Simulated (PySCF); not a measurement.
## B: excitation energy

B [He] 2s2 2p1 (2P) → B [He] 2s1 2p1 3s1 (4P), as a difference of total energies. Calculation: PySCF 2.14, in aug-cc-pwCVTZ; the non-relativistic Hamiltonian (point nucleus). Correlated levels: valence: 1s2 frozen. The calculations carry no spin-orbit coupling.

| method | excitation energy (eV) |
| --- | --- |
| UHF | 8.072 |
| MP2 (valence) | 9.145 |
| SCS-MP2 (valence) | 9.427 |
| CCSD (valence) | 9.578 |
| CCSD(T) (valence) | 9.614 |

Problem. How much does correlation contribute at CCSD(T) (valence)?

Solution. 9.614 − (8.072) = 1.542 eV, measured against UHF.

The upper state lies above the first ionisation limit, but in LS coupling its spin forbids autoionisation to the ground ion. A Rydberg-like electron needs more diffuse functions than a valence basis has.

The promoted electron is Rydberg-like, and one or two diffuse shells describe it only roughly, which tends to raise the upper state.
